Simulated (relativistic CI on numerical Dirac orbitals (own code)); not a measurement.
**Calculated levels, Cu3+**

Method of calculation: Dirac-Coulomb-Breit CI, orbitals from a KLI potential per configuration, model QED (radiative potential, 1s self-energy scaled to tabulated hydrogen-like ionisation energies), valence Slater integrals scaled by 0.85, P86 correlation energy added to each configuration (own radial code, finite nucleus).

CI space (outside the closed core [Ne] 3s2): 3p6 3d8, 3p6 3d7 4s, 3p6 3d7 4p, 3p6 3d7 4d, 3p6 3d7 5s, 3p6 3d6 4s2, 3p6 3d7 5p, 3p6 3d7 4f, 3p5 3d9, 3p6 3d7 5d, 3p6 3d7 6s, 3p6 3d6 4s 4p, 3p6 3d7 6p, 3p6 3d7 5f, 3p6 3d7 5g, 3p6 3d7 6d, 3p6 3d6 4p2, 3p6 3d6 4s 4d. Levels of other configurations are missing.

```csv
No.,Configuration,Term,J,E (cm⁻¹),%,Next component (%),Lifetime (s)
41,3p6 3d7 4s,3F,3,168260.6,99,,
42,3p6 3d7 4s,3F,4,168589.9,99,,
43,3p6 3d7 4s,1F,3,172454.3,99,,
44,3p6 3d7 4p,5F°,5,188322.6,91,7 5G°,9.68e-10
45,3p6 3d7 4p,5F°,4,188421.0,55,40 5D°,9.78e-10
46,3p6 3d7 4p,5F°,3,189588.9,71,24 5D°,9.79e-10
47,3p6 3d7 4p,5D°,4,190513.2,56,33 5F°,9.50e-10
48,3p6 3d7 4p,5F°,2,190534.0,83,13 5D°,9.76e-10
49,3p6 3d7 4p,5F°,1,191202.8,94,5 5D°,9.72e-10
50,3p6 3d7 4p,5G°,6,191474.4,99,1 3H°,8.64e-10
51,3p6 3d7 4p,5D°,3,191890.3,70,17 5F°,9.41e-10
52,3p6 3d7 4p,5G°,5,191958.8,78,13 3G°,8.79e-10
53,3p6 3d7 4p,5G°,4,192665.7,80,10 5F°,8.76e-10
54,3p6 3d7 4p,5D°,2,192850.2,79,12 5G°,9.39e-10
55,3p6 3d7 4p,5G°,3,193156.6,81,10 5F°,8.87e-10
56,3p6 3d7 4p,5G°,2,193446.5,83,8 5D°,9.00e-10
57,3p6 3d7 4p,5D°,1,193472.7,95,5 5F°,9.43e-10
58,3p6 3d7 4p,5D°,0,193732.4,99,,9.46e-10
59,3p6 3d7 4s,3D,1,194764.9,99,,
60,3p6 3d7 4s,3D,2,195031.4,99,1 1D,
61,3p6 3d7 4p,3G°,5,195075.1,85,15 5G°,8.16e-10
62,3p6 3d7 4s,3D,3,195519.0,99,,
63,3p6 3d7 4p,3F°,4,196027.5,91,5 3G°,3.18e-10
64,3p6 3d7 4p,3G°,4,196938.5,87,8 5G°,7.54e-10
65,3p6 3d7 4p,3F°,3,197411.0,87,7 3D°,3.23e-10
66,3p6 3d7 4p,3G°,3,198199.7,93,3 5G°,7.73e-10
67,3p6 3d7 4p,3F°,2,198515.5,94,3 3D°,3.23e-10
68,3p6 3d7 4p,3D°,3,199086.8,90,8 3F°,2.32e-10
69,3p6 3d7 4s,1D,2,199315.4,98,1 3D,
70,3p6 3d7 4p,3D°,2,200270.2,95,3 3F°,2.38e-10
71,3p6 3d7 4p,3D°,1,201049.1,98,1 5F°,2.41e-10
72,3p6 3d7 4p,5S°,2,202954.4,98,1 3P°,1.18e-09
73,3p6 3d7 4p,3H°,5,211296.7,69,16 1H°,9.45e-10
74,3p6 3d7 4p,5D°,2,211588.7,87,7 3D°,8.68e-10
75,3p6 3d7 4p,3F°,4,211647.5,55,15 3G°,3.67e-10
76,3p6 3d7 4p,5D°,1,211665.8,81,8 3P°,8.37e-10
77,3p6 3d7 4p,5D°,3,211673.2,87,8 3D°,8.48e-10
78,3p6 3d7 4p,5D°,0,211960.2,94,5 3P°,8.78e-10
79,3p6 3d7 4p,3H°,4,212153.5,73,14 5D°,8.38e-10
80,3p6 3d7 4p,5D°,4,212338.4,79,8 3H°,7.28e-10
81,3p6 3d7 4p,3H°,6,212346.0,95,3 3I°,9.38e-10
82,3p6 3d7 4p,3S°,1,213214.5,51,19 3P°,4.54e-10
83,3p6 3d7 4p,3F°,3,213607.1,75,23 3G°,3.04e-10
84,3p6 3d7 4p,1G°,4,213851.4,60,29 3F°,5.53e-10
85,3p6 3d7 4p,3G°,5,214386.0,83,11 1H°,6.49e-10
```

Energies count from the lowest computed level; ° marks odd parity; lifetimes are radiative, by E1, M1, E2 decay to levels of this space only; some are left blank where a channel outside the calculation adds to the decay or the decay crosses a small, uncertain gap.

The mean weight of the leading LS term, summed over parents, in these 45 levels is 85 %, and that of the leading jj configuration (from the same eigenvectors) 44 %, so LS coupling describes them better.

Correlation outside the listed configurations is missing or only estimated: errors of thousands of cm⁻¹ between configurations and terms are usual at this charge. Rates and lifetimes follow the computed energies and can be off by large factors. The fine structure of a lone outer electron comes out too small, for d and f at times inverted, and misplaced configurations move strength between like terms. 62 of the 66 excited levels that our extract of the measured tables holds in this range could be paired (the sources list more); they are missed by 1891 cm⁻¹ on average and 3715 at most, and levels without a partner can miss by more.

LS names give the leading component of a level, which can be under half, so a name can repeat, a term be missing and a line seem to break the LS rules.
